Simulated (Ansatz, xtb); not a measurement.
C4H8BCl: 4 structures ranked

4 gas-phase structures of C4H8BCl, from a drawn sample of its isomers (lower ones may exist). Each was relaxed with GFN2-xTB; where two conformers were screened, the lower at r2SCAN-D4/def2-SVP is listed:

A. `C=C[C@H](C)BCl`, a singlet
B. `Cl[C@@H]1CBCC1`, a singlet
C. `ClB1CCCC1`, a singlet
D. `ClBC1CCC1`, a singlet

Task: Estimate their order in r2SCAN-D4/def2-SVP energy at these geometries, lowest first.

Result: Calculated order at r2SCAN-D4/def2-SVP: C (0.0), A (130.2), D (140.1), B (153.6) kJ/mol.

Energies above the lowest of each column, in kJ/mol; the last columns are at PBE-D3(BJ)/def2-SVP geometries and were run for some of them only (a dash: not run or not comparable):

```json
{"structure": "C", "GFN2-xTB": "0.0", "HF/STO-3G": "0.0", "r2SCAN-D4/def2-SVP": "0.0", "PBE-D3(BJ)/def2-SVP": "0.0", "CCSD(T)/def2-SVP + ΔMP2/def2-TZVPP": "0.0"}
{"structure": "A", "GFN2-xTB": "102.6", "HF/STO-3G": "238.9", "r2SCAN-D4/def2-SVP": "130.2", "PBE-D3(BJ)/def2-SVP": "122.4", "CCSD(T)/def2-SVP + ΔMP2/def2-TZVPP": "108.9"}
{"structure": "D", "GFN2-xTB": "51.6", "HF/STO-3G": "140.8", "r2SCAN-D4/def2-SVP": "140.1", "PBE-D3(BJ)/def2-SVP": "128.2", "CCSD(T)/def2-SVP + ΔMP2/def2-TZVPP": "125.1"}
{"structure": "B", "GFN2-xTB": "93.2", "HF/STO-3G": "141.3", "r2SCAN-D4/def2-SVP": "153.6", "PBE-D3(BJ)/def2-SVP": "–", "CCSD(T)/def2-SVP + ΔMP2/def2-TZVPP": "–"}
```

Every level run on C puts it lowest or level with the lowest. Flexible structures stand in one conformer each, not always the lowest. Frequencies (GFN2-xTB) were run for A, C, D alone. ΔMP2 is the change of the MP2 energy from the smaller to the larger basis.

Over these structures GFN2-xTB departs from r2SCAN-D4/def2-SVP by 30.3 kJ/mol on average once a common shift is removed. A GFN2-xTB relaxation took about 0.28 s and the r2SCAN-D4/def2-SVP energy about 3.5 s on a shared host (Ansatz 0.2.0, xtb 6.7.1).
